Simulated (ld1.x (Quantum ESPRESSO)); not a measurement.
**What one change does to a pseudopotential (strontium (Sr), TM)**

| Quantity | Value |
| --- | --- |
| Element | Sr (Z = 38) |
| Generator | ld1.x (Quantum ESPRESSO) 7.5 |
| Type | norm-conserving Troullier–Martins (Kleinman–Bylander form) |
| Functional | LDA (PZ) |
| Relativity | scalar-relativistic |
| Frozen core | [Kr] |
| Valence charge | 2 |
| Reference configuration | 4d0 5s2 5p0 |
| Partial waves | 5s (bound): rc 3.45 bohr; 5p (bound, empty): rc 4.20 bohr; 4d (bound, empty): rc 3.55 bohr |
| Local potential | all-electron potential smoothed inside 2.75 bohr (lloc = -1) |
| Core correction | a·sin(br)/r model core, default radius (core density twice the valence density) |

Change: all radii but the core radius scaled by about 1.14 (s 3.94, p 4.80, d 4.06 bohr); local potential all-electron potential smoothed inside 3.14 bohr (lloc = -1).

Cutoffs: the cutoffs (Ry, on a coarse ladder) from which the occupation-weighted sum of valence levels, in a spherical-Bessel basis at the reference potential, stays within 10 and 1 mRy of its value at 400 Ry; they do not see the model core or the augmentation charge, which bear on the density cutoff. Errors are all-electron minus pseudo energies relative to the spin-unpolarised reference configuration.

Problem. What does the change do?

Solution. Both files are so soft that the ladder of cutoffs tells neither apart; the bound ghost in s disappears; the number of tests that count goes from 8 to 9; of the 8 tests that both files solve, the error grows in 2 and shrinks in 4 by more than 15 % and 0.3 meV (median size 5.5 → 4.6 meV).

```tsv
quantity	base	changed
cutoff, loose	6 Ry	6 Ry
cutoff, tight	8 Ry	8 Ry
bound ghosts	s	none
tests counted (converged, no solver errors)	8 of 9	9 of 9
error for 4d0 5s1.5 5p0, meV [ΔE 2.41 eV]	-3.1	+2.9
error for 4d0 5s1 5p1, meV [ΔE 2.39 eV]	-6.8	-3.5
error for 4d1 5s1 5p0, meV [ΔE 2.34 eV]	-12	+9.0
error for 4d0 5s0 5p1, meV [ΔE 9.11 eV]	+3.6	-15
error for 4d0 5s0 5p2, meV [ΔE 4.93 eV]	-17	-26
error for 4d0.5 5s1.5 5p0, meV [ΔE 1.15 eV]	-4.3	+3.2
error for 4d0 5s1 5p0 (spin-polarised), meV [ΔE 5.89 eV]	-11	+5.6
error for 4d0 5s1.5 5p0 (spin-polarised), meV [ΔE 2.38 eV]	-2.6	+2.8
```

Base: The cutoffs count occupied waves only; the empty 4d level needs 10 Ry at the loose tolerance. Tests not counted: 4d0 5s1 5p0 (solver errors, printed error +223 meV). A true bound ghost makes a file unfit for plane-wave use even where its test errors are small: the radial tests pick states by their node count and pass the ghost by.
